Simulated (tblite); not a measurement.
Input of a run (GFN2-xTB geometry optimisation, gas phase (tblite 0.8.0)), started from a force field or distance geometry:
```
{"job": {"kind": "relax", "xc": "GFN2-xTB", "basis": "xTB"}, "charge": 0, "multiplicity": 2}
C      2.695600     0.760200     0.642900
C      1.809200    -0.182800    -0.102000
O      0.471400     0.137300     0.221300
C     -0.416400    -0.692400    -0.437000
F      0.039200    -1.677500    -1.238000
C     -1.741000    -0.582700    -0.275600
C     -2.407200     0.428500     0.577400
F     -3.183600    -0.190800     1.509100
F     -3.245200     1.181200    -0.169000
H      2.329900     1.757800     0.887500
H      3.731400     0.527600     0.787400
H      1.991700    -0.087700    -1.166600
H      2.034800    -1.209200     0.239600
H     -2.386400    -1.265700    -0.803600
H     -1.727600     1.104100     1.110600
```

Output (eV, eV/Å):
```
step      E/eV     max force
  0    -868.41160    2.666
  1    -868.54866    0.836
  2    -868.57159    0.929
  3    -868.58265    0.308
  4    -868.58831    0.195
  5    -868.59465    0.198
  6    -868.59776    0.165
  7    -868.60010    0.082
  8    -868.60098    0.067
  9    -868.60159    0.060
 10    -868.60203    0.057
 11    -868.60243    0.059
 12    -868.60282    0.053
 13    -868.60327    0.056
 14    -868.60367    0.049
 15    -868.60398    0.044
 16    -868.60428    0.043
 17    -868.60464    0.051
 18    -868.60508    0.049
 19    -868.60550    0.052
 20    -868.60586    0.047
 21    -868.60621    0.054
 22    -868.60658    0.059
 23    -868.60689    0.049
 24    -868.60708    0.034
 25    -868.60723    0.039
 26    -868.60740    0.053
 27    -868.60759    0.052
 28    -868.60778    0.035
 29    -868.60794    0.040
 30    -868.60816    0.038
 31    -868.60849    0.052
 32    -868.60889    0.063
 33    -868.60923    0.048
 34    -868.60946    0.041
 35    -868.60963    0.038
 36    -868.60979    0.033
 37    -868.60992    0.023
 38    -868.60998    0.017
 39    -868.61002    0.015
 40    -868.61006    0.018
 41    -868.61012    0.022
 42    -868.61019    0.023
 43    -868.61026    0.022
 44    -868.61032    0.016
 45    -868.61037    0.016
 46    -868.61041    0.016
 47    -868.61043    0.013
 48    -868.61046    0.013
 49    -868.61048    0.016
 50    -868.61051    0.015
 51    -868.61056    0.018
 52    -868.61061    0.020
 53    -868.61068    0.020
 54    -868.61077    0.026
 55    -868.61089    0.025
 56    -868.61101    0.030
 57    -868.61112    0.029
 58    -868.61121    0.029
 59    -868.61128    0.023
 60    -868.61135    0.020
 61    -868.61143    0.023
 62    -868.61155    0.030
 63    -868.61167    0.027
 64    -868.61176    0.019
 65    -868.61181    0.017
 66    -868.61185    0.018
 67    -868.61189    0.015
 68    -868.61191    0.011
 69    -868.61192    0.009
```

Problem. Summarise the run.

Solution. The energy falls by 4.6 kcal/mol over 69 L-BFGS steps, the largest force on an atom goes from 2.67 to 0.009 eV/Å, and the atoms move by 0.125 Å rms after alignment. The bond that changes most is O3–C4 (ends: oxygen bonded to 2 C; carbon bonded to C, F and O), which shortens by 0.058 Å. Bonds longer at the end by more than 0.005 Å: 4 of 14; shorter: 4. Among the angles that change most is C2–O3–C4, from 111.3° to 118.8°. Among the dihedrals that turn most is H10–C1–C2–O3, from -29° to -4°. The energy never rose by more than 1e-5 eV on the way. The first step brought 68 % of the lowering.

Problem. What are the final bond lengths?

Solution. C1–C2 1.466 Å, C2–O3 1.428 Å, O3–C4 1.324 Å, C4–F5 1.345 Å, C4=C6 1.330 Å, C6–C7 1.489 Å, C7–F8 1.360 Å, C7–F9 1.360 Å, C1–H10 1.069 Å, C1–H11 1.070 Å, C2–H12 1.106 Å, C2–H13 1.105 Å, C6–H14 1.076 Å, C7–H15 1.099 Å. Numbering counts from 1 in the input's order; the species is `[CH2]CO/C(F)=C\C(F)F` [radical].

Time: 0.38 s of wall time. Hardware: one thread, Arm Neoverse V1 (aarch64), no GPU (shared host).

Its GFN2-xTB frequencies are all real (lowest 26 cm⁻¹).

One conformer stands for the species.

The numbers are calculated, not measured.
